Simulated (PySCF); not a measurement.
This script is equivalent to a calculation on Mg⁺ (magnesium, charge +1).

```python
from pyscf import gto, scf, dft, mp, cc
import basis_set_exchange as bse
mol = gto.M(atom="Mg 0 0 0", charge=1, spin=1, symmetry="D2h",
            basis=gto.basis.parse(bse.get_basis("def2-TZVP", elements=["Mg"], fmt="nwchem", header=False)))
mf = scf.UHF(mol)
mf.irrep_nelec = {'Ag': (3, 2), 'B1u': (1, 1), 'B2u': (1, 1), 'B3u': (1, 1)}
mf.kernel()
```

What total energy does it give?

-199.36368 hartree (calculated).

Which occupied shell lies highest, and where?

3s α, at -14.726 eV.

What is ⟨S²⟩, and what would a pure spin state give?

0.750, against 0.75.
